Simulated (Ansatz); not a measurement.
TiBr3. Charge 0, multiplicity 2. Geometry relaxed at PBE-D4/def2-SVP.

```xyz
4

Ti    0.001    0.003   -0.001
Br    2.188   -0.379    0.746
Br   -0.664   -0.755   -2.116
Br   -1.525    1.131    1.372
```

The relaxation made no stability test and no search for a lower SCF solution. No other spin state of charge 0 was run.

Question: Estimate the harmonic wavenumbers at UKS PBE-D4/def2-SVP (Ansatz, unscaled). Is this a minimum?

Answer: 61, 61, 61, 215, 394, 394 cm⁻¹. Yes, no mode is imaginary beyond noise. Zero-point energy 7.1 kJ/mol. Run time 41 s (4 threads of Arm Neoverse V1 on a shared host).
